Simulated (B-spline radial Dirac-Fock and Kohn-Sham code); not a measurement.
Level of theory: Dirac-Fock (average of configuration) total-energy differences with a finite nucleus, the Breit interaction including its frequency dependence, and self-energy and vacuum-polarisation corrections; an atomic code on a B-spline grid. K edges are those of the screened (neutral excited atom) model, which lie within a few eV to tens of eV of tabulated edges.

An X-ray tube with a praseodymium target emits Kα1 at 36023.8 eV and Kβ1 at 40745.0 eV. K edges of lighter neighbours: Xe 34560.0 eV, Cs 35984.4 eV, Ba 37443.2 eV, La 38929.4 eV, Ce 40443.8 eV.

Question: Which of these can serve as a Kβ filter, and which fluoresce under Kα1?

Answer: A Kβ filter needs its edge between the two lines: Ba, La, Ce. Kα1 lies above the K edges of Xe, Cs, which therefore fluoresce.

Values without a named source are computed, but for edge energies of neutral atoms, which are taken from tables.
